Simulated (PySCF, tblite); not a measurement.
Scan of H₃Al, singlet: map of symmetric stretch and umbrella angle. Scanned: Al-H bond length and angle between the Al-H bonds and the threefold axis (90 = planar).

- GFN2-xTB, 300 K electronic temperature (tblite)
- RHF/cc-pVDZ (PySCF)
- PBE/cc-pVDZ (PySCF)
- CAM-B3LYP/cc-pVDZ (PySCF)
- MP2 on RHF/cc-pVDZ, 5 core orbitals frozen (PySCF)
- CCSD on RHF/cc-pVDZ, 5 core orbitals frozen (PySCF)
- CCSD(T) on RHF/cc-pVDZ, 5 core orbitals frozen (PySCF)

Energies in kcal/mol at chosen points (x: Al-H bond length (Å); y: angle between the Al-H bonds and the threefold axis (90 = planar) (°)), relative to x = 1.61, y = 90:

| method | (1.54, 94) | (1.76, 110) | (1.76, 118) | (1.46, 102) | (1.68, 130) | (1.61, 122) | (1.61, 118) |
|---|---|---|---|---|---|---|---|
| GFN2-xTB | -0.3 | 28.3 | 43.1 | 10.0 | 71.3 | 44.9 | 34.8 |
| RHF | 1.7 | 31.3 | 50.5 | 16.8 | 88.8 | 54.4 | 41.1 |
| PBE | 2.7 | 23.8 | 39.4 | 17.7 | 72.2 | 45.1 | 34.0 |
| CAM-B3LYP | 1.6 | 28.2 | 45.2 | 15.6 | 79.5 | 48.8 | 36.8 |
| MP2 | 1.5 | 29.6 | 47.1 | 16.0 | 81.7 | 50.4 | 38.2 |
| CCSD | 1.7 | 28.0 | 44.5 | 16.0 | 77.8 | 48.5 | 36.8 |
| CCSD(T) | 1.7 | 27.7 | 44.0 | 16.1 | 77.0 | 48.1 | 36.5 |
